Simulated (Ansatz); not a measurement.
Start from `BO/C(F)=C/C` and change one atom or group to get `C/C=C(\F)[SiH3]`.

Ansatz, PBE0-D4/def2-TZVP geometries, multiplicity 1. Each molecule was computed in one conformer, which needn't be the lowest.

```
                                        property  `BO/C(F)=C/C`
              HOMO energy (PBE0/def2-TZVPP) / eV          -7.01
             HOMO energy (B3LYP/def2-TZVPP) / eV          -6.82
               LUMO energy (PBE/def2-TZVPP) / eV          -1.93
             LUMO energy (B3LYP/def2-TZVPP) / eV          -1.20
           HOMO–LUMO gap (B3LYP/def2-TZVPP) / eV           5.61
size of the dipole moment (B3LYP/def2-TZVPP) / D           1.19
```

Q: What does the change do to each property? (Estimate.)

A: Ansatz gave: 
```
                                        property  `C/C=C(\F)[SiH3]`  shift
              HOMO energy (PBE0/def2-TZVPP) / eV              -7.35  -0.34
             HOMO energy (B3LYP/def2-TZVPP) / eV              -7.13  -0.31
               LUMO energy (PBE/def2-TZVPP) / eV              -1.07   0.86
             LUMO energy (B3LYP/def2-TZVPP) / eV              -0.32   0.88
           HOMO–LUMO gap (B3LYP/def2-TZVPP) / eV               6.82   1.21
size of the dipole moment (B3LYP/def2-TZVPP) / D               1.51   0.32
```

With PBE0 the HOMO falls by 0.34 eV and the LUMO rises by 0.86 eV, so the gap widens by about 1.20 eV. PBE moves the HOMO by -0.26 eV and ωB97M-V by -0.36 eV. Dipoles are sizes alone; their direction can turn.

B3LYP here is the variant with VWN-RPA as its local correlation; programs differ in this.
